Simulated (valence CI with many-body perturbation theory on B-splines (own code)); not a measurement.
Results of a calculation; reference values are marked as such.
A CI+MBPT run for Pb LI

The program does CI of the valence electrons with many-body perturbation theory for a frozen closed Dirac-Fock core.

Command, and the settings that its task file holds:

```sh
python run_cv.py task.json out
```

```
atom Pb  Z=82  mass_number=208  rms_radius_fm=5.5012
core [Ar] 3d10
valence 4s2 4p2
avg = 1
basis = S
breit = 1
cap = 10000
capref = 1200
cscale = 1
de = 0.0
dress = 0
eps = 2e-08
extrap = 1
h = 0.27
hh = 1
l2 = 3
lcore = 6
maxit = 60
n2 = 5
natural = 1
nlev = 21
nno = [3, 3, 3, 2, 1]
nroot = 26
ns = 4
nsp = [3, 3, 2, 1, 0]
pt2 = 1
qed = 1
rpa = 1
s1 = 1
s2 = 1
s3 = 1
screen = 1
tol = 2e-05
whole = 1
```

Log. The first blocks belong to the next ion, which gives the ionisation energy. Fields: 2J, parity (1 odd), roots, reference size, generating configurations, candidates as configurations/state functions, variational space P, stored matrix elements, Davidson steps; e2 is the range of second-order energies in hartree. The first line gives the box (bohr), its intervals, the orbitals and the steps of their self-consistent field. Window is the range of levels sought, series limit the energy at which the first omitted orbital would enter, core excitation an estimate of the first excitation out of the core, left out the lowest levels not solved, and shifts from estimates the range by which levels moved from their first estimate, all in cm⁻¹.

```
rmax 2.2 intervals 56 orbitals 36 references ['4s2 4p2', '4s 4p3', '4s2 4p 4d', '4p4', '4s2 4p 4f'] scf 3 t 1.2
2J=1 par=1 roots 2 ref 23 generators 6 cand 1351/2024 P 598/886 nnz 0 it 0
2J=1 par=1 roots 2 ref 23 generators 9 cand 772/1161 P 764/1121 nnz 0 it 0
   second order: generators 14 cand 1067/1615 e2 -0.00000 -0.00000
reference levels 428, estimated 81, window 4228780 1/cm; series limit 11866346, core excitation 16911530
2J=0 par=0 roots 3 ref 22 generators 10 cand 1553/2587 P 1724/2671 nnz 6.4e+05 it 3
2J=0 par=0 roots 3 ref 22 generators 15 cand 2338/4497 P 2020/3252 nnz 8.8e+05 it 4
   second order: generators 25 cand 4035/7969 e2 -0.00003 -0.00000
2J=2 par=0 roots 3 ref 35 generators 6 cand 2296/9024 P 1112/3544 nnz 1.5e+06 it 4
2J=2 par=0 roots 3 ref 35 generators 12 cand 3763/17638 P 1842/6450 nnz 4.5e+06 it 5
   second order: generators 23 cand 4158/19700 e2 -0.00003 -0.00001
2J=4 par=0 roots 5 ref 55 generators 9 cand 3021/15657 P 1184/3577 nnz 1.4e+06 it 4
2J=4 par=0 roots 5 ref 55 generators 24 cand 4871/30327 P 2436/9618 nnz 8.2e+06 it 5
   second order: generators 39 cand 4340/31152 e2 -0.00005 -0.00001
2J=4 par=1 roots 7 ref 57 generators 18 cand 4693/26934 P 1106/3575 nnz 1.5e+06 it 5
2J=4 par=1 roots 7 ref 57 generators 27 cand 5155/33557 P 2400/9992 nnz 9.1e+06 it 6
   second order: generators 42 cand 4341/30598 e2 -0.00005 -0.00001
2J=2 par=1 roots 6 ref 44 generators 17 cand 4205/18672 P 1256/3560 nnz 1.5e+06 it 4
2J=2 par=1 roots 6 ref 44 generators 24 cand 4813/23117 P 2594/8661 nnz 6.4e+06 it 6
   second order: generators 38 cand 4564/23474 e2 -0.00003 -0.00001
2J=6 par=1 roots 4 ref 53 generators 13 cand 4363/29876 P 1095/3573 nnz 1.4e+06 it 4
2J=6 par=1 roots 4 ref 53 generators 26 cand 5305/38763 P 2344/9939 nnz 9e+06 it 6
   second order: generators 34 cand 4056/32397 e2 -0.00004 -0.00002
2J=0 par=1 roots 2 ref 16 generators 6 cand 2926/5170 P 1189/1912 nnz 0 it 4
2J=0 par=1 roots 2 ref 16 generators 12 cand 3095/5640 P 1685/2691 nnz 6.7e+05 it 5
   second order: generators 17 cand 3800/7275 e2 -0.00002 -0.00001
2J=6 par=0 roots 2 ref 40 generators 7 cand 3702/21285 P 956/3546 nnz 1.5e+06 it 4
2J=6 par=0 roots 2 ref 40 generators 14 cand 4667/31799 P 1965/8444 nnz 6.5e+06 it 5
   second order: generators 26 cand 5033/36692 e2 -0.00004 -0.00004
2J=8 par=1 roots 2 ref 37 generators 6 cand 2906/16750 P 915/3550 nnz 1.6e+06 it 4
2J=8 par=1 roots 2 ref 37 generators 11 cand 4345/26377 P 1697/7394 nnz 5.5e+06 it 5
   second order: generators 25 cand 5184/37348 e2 -0.00004 -0.00002
left out: unestimated 6108149, estimated 4785724, shifts from estimates -5 to 33
```

What became of the run, and why?

It gave no result: the setting left no core shell for the response of the core. The program said: "need at least one array to concatenate".
